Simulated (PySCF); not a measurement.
Distorted geometries of [Dy(H2O)5]3+

[Dy(H2O)5]3+ (singlet in the valence; each metal's 4f electrons, 9 of them, lie in its core potential, out of spins and levels). PySCF 2.14.0, RKS PBE, Dy lcecp-1-SVP with ECP55, O def2-SVP, H def2-SVP; non-relativistic Hamiltonian with scalar-relativistic core potentials where named; density fitting; no spin-orbit coupling. Relaxed geometry:

```xyz
16

Dy   -0.0432    0.0000    0.0000
O    -0.4269    0.0454    2.3020
H    -0.5609    0.8358    2.8825
H    -0.5166   -0.7173    2.9266
O    -0.4269   -0.0453   -2.3020
H    -0.5610   -0.8358   -2.8825
H    -0.5165    0.7173   -2.9266
O     2.2543   -0.0001    0.0000
H     2.8667   -0.0128   -0.7803
H     2.8667    0.0126    0.7803
O    -0.8253    2.1938   -0.0379
H    -0.2989    3.0335   -0.0297
H    -1.7642    2.5094   -0.0693
O    -0.8255   -2.1937    0.0379
H    -1.7644   -2.5093    0.0693
H    -0.2991   -3.0335    0.0297
```

Order these distorted geometries by energy above the relaxed one, lowest first.
A.
```xyz
16

Dy   -0.1018    0.0529   -0.0133
O    -0.4549    0.0552    2.2856
H    -0.7077    0.7532    2.8566
H    -0.5116   -0.5997    2.9108
O    -0.5137   -0.0650   -2.3356
H    -0.6474   -0.8972   -2.9250
H    -0.4726    0.8180   -2.9599
O     2.2731    0.0207    0.0032
H     2.9526   -0.0113   -0.8060
H     2.9179    0.0401    0.8092
O    -0.6754    2.0815    0.0621
H    -0.3484    3.0279   -0.1230
H    -1.6793    2.4859   -0.0117
O    -0.7384   -2.2541    0.0149
H    -1.8198   -2.4744    0.1657
H    -0.3141   -3.0337    0.0664
```
B.
```xyz
16

Dy   -0.0078    0.0321   -0.0188
O    -0.3704    0.0367    2.2869
H    -0.5943    0.8387    2.9002
H    -0.4916   -0.7143    2.8992
O    -0.4294   -0.0473   -2.2773
H    -0.5497   -0.8046   -2.8769
H    -0.5543    0.7133   -2.9198
O     2.2456    0.0273    0.0395
H     2.8366   -0.0684   -0.7320
H     2.8090   -0.0148    0.7791
O    -0.8245    2.1918   -0.0118
H    -0.2776    3.0343   -0.0764
H    -1.7470    2.5482   -0.0969
O    -0.8501   -2.2113    0.0331
H    -1.7282   -2.5093    0.0726
H    -0.3079   -3.0525   -0.0009
```
C.
```xyz
16

Dy   -0.0217    0.0318   -0.0312
O    -0.4061    0.0150    2.3604
H    -0.4521    0.8463    2.8725
H    -0.5113   -0.7087    2.9179
O    -0.4678   -0.1315   -2.2977
H    -0.5131   -0.8440   -2.8921
H    -0.6292    0.6985   -3.0336
O     2.2374    0.0237   -0.0272
H     2.8102   -0.0018   -0.7708
H     2.9543   -0.0282    0.7556
O    -0.7863    2.2669   -0.0128
H    -0.3198    2.9893   -0.0069
H    -1.7932    2.4858   -0.1289
O    -0.8943   -2.2224    0.1316
H    -1.7672   -2.4257    0.1167
H    -0.2815   -2.9950    0.0464
```

B (0.32 eV), C (1.70 eV), A (1.92 eV).

Which forces (eV/Å) act in the one that lies 0.32 eV up?


```
Dy  -0.64 -0.45  0.41
O   -0.46  1.79  0.70
H    0.43 -1.21 -1.05
H    0.00 -0.58  0.31
O   -0.03  1.09 -0.41
H   -0.09 -0.84 -0.32
H    0.09 -0.24  0.46
O   -2.06  0.02 -2.18
H    0.51  0.01 -0.54
H    2.02 -0.07  2.67
O    0.34  0.82 -0.26
H   -0.25 -0.53  0.13
H   -0.06 -0.17  0.09
O    3.70  0.95 -0.20
H   -3.23 -1.03  0.15
H   -0.29  0.42  0.04
```
Forces carry noise of the integration grid, about 0.01 to 0.03 eV/Å.

An lcecp potential fixes the number of 4f electrons, so in runs with it no electron can move into or out of that shell.
